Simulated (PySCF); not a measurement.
SMILES O=Cc1cc2sccc2s1, C$_{7}$H$_{4}$OS$_{2}$

Geometry:
| atom | x (Å) | y (Å) | z (Å) |
| --- | --- | --- | --- |
| O1 | 3.663 | 0.941 | 0.998 |
| C2 | 3.056 | 0.348 | 0.140 |
| C3 | 1.624 | 0.190 | 0.081 |
| C4 | 0.895 | -0.478 | -0.879 |
| C5 | -0.473 | -0.423 | -0.608 |
| S6 | -1.902 | -1.028 | -1.376 |
| C7 | -2.879 | -0.327 | -0.133 |
| C8 | -2.173 | 0.335 | 0.821 |
| C9 | -0.790 | 0.284 | 0.556 |
| S10 | 0.618 | 0.893 | 1.331 |
| H11 | 3.578 | -0.141 | -0.707 |
| H12 | 1.336 | -0.974 | -1.724 |
| H13 | -3.942 | -0.451 | -0.187 |
| H14 | -2.612 | 0.831 | 1.666 |

Level of theory: quadratic response BHandHLYP/def2-SVPD first hyperpolarisability, Taylor convention, gas phase in PySCF. Geometry: GFN2-xTB.

(1) Give the tensor of the second harmonic β(−2ω;ω,ω) at 1907 nm in the axes of these coordinates.

## Answers

(1) In au, Taylor convention; rows are the first index (the induced dipole):
|  | xx | yy | zz | xy | xz | yz |
| --- | --- | --- | --- | --- | --- | --- |
| x | -958.3 | +23.9 | +34.7 | -111.6 | -37.9 | -6.7 |
| y | -115.3 | +33.6 | +16.1 | +21.5 | -9.1 | +14.9 |
| z | -43.8 | +14.6 | +46.1 | -9.6 | +30.3 | +15.8 |

Norm of βᵢ = ⅓ Σⱼ (βᵢⱼⱼ + βⱼᵢⱼ + βⱼⱼᵢ): 906.7 au, hyper-Rayleigh value 393.5 au.
